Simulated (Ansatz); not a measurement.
```xyz
12

C     1.305   -0.197   -0.493
C    -0.016    0.520   -0.280
S     0.131    1.523    1.256
B    -1.261   -0.373    0.083
O    -1.166   -1.669    0.453
H     2.129    0.505   -0.638
H     1.570   -0.825    0.364
H     1.250   -0.835   -1.380
H    -0.208    1.207   -1.106
H    -1.101    2.058    1.228
H    -2.366    0.095    0.066
H    -0.266   -2.009    0.447
```

Total charge 0; spin multiplicity 1.

(1) List the r2SCAN/def2-TZVPP orbital energies in eV (Ansatz 0.2.0). (Estimate.)

Results:

(1) The calculation gave: Occupied: -2409.27, -516.36, -273.76, -273.41, -213.67, -180.74, -157.76, -157.68, -157.51, -27.17, -21.13, -18.55, -15.70, -14.46, -12.27, -12.03, -10.79, -9.84, -9.63, -9.30, -9.21, -8.55, -7.60, -5.89. Lowest empty: -0.87, 0.07, 0.58, 1.10, 1.90, 2.77, 2.86, 3.05.
